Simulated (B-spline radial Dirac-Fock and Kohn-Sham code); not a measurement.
## Kohn-Sham estimates against Dirac-Fock for the levels of Sn³⁺

System: the Sn³⁺ ion, configuration [Kr] 4d10 5s1.

The density-functional columns are spherical, spin-unpolarised Dirac-Kohn-Sham results without Breit or QED terms: −ε is minus the orbital energy of the initial state and ΔSCF the difference of two total energies. The reference in the last column comes from relaxed Dirac-Fock hole states (ΔSCF) with Breit and QED corrections and a finite nucleus. All numbers are from a B-spline atomic structure program, in eV; a selection of levels is shown. The Kohn-Sham columns are given as differences from the reference. For the 1s level of heavy atoms much of the gap between ΔSCF and the reference is the Breit and QED part, -96.0 eV here; for other levels the error of the functional can be larger.

```csv
level,LDA −ε − DF,LDA ΔSCF − DF,PBE −ε − DF,PBE ΔSCF − DF,Dirac-Fock
K,-250.2,+87.0,-216.3,+121.9,29239.6
L1,-110.2,-49.8,-106.2,-46.0,4511.5
L2,-81.7,-6.6,-80.3,-5.3,4197.3
L3,-84.4,-13.8,-83.4,-12.9,3969.8
M1,-54.4,-33.0,-53.2,-32.0,927.3
M2,-42.9,-21.0,-42.6,-20.7,799.6
M3,-42.4,-21.2,-42.2,-21.0,757.0
M4,-25.1,-1.8,-25.6,-2.3,533.3
M5,-25.4,-2.3,-25.8,-2.8,524.9
N2,-17.0,-6.8,-17.1,-6.9,141.4
N3,-17.0,-7.1,-17.1,-7.1,133.8
N4,-7.3,+1.7,-7.5,+1.5,63.19
N5,-7.3,+1.6,-7.5,+1.4,62.15
O1,-2.8,+2.3,-3.3,+1.9,39.25
```

For the outermost level NIST gives 40.74 ± 0.04 eV (measured); the differences from it are LDA −ε -4.29, LDA ΔSCF +0.81, PBE −ε -4.79, PBE ΔSCF +0.38, Dirac-Fock -1.49 eV.

Values without a named source are computed, but for edge energies of neutral atoms, which are taken from tables.
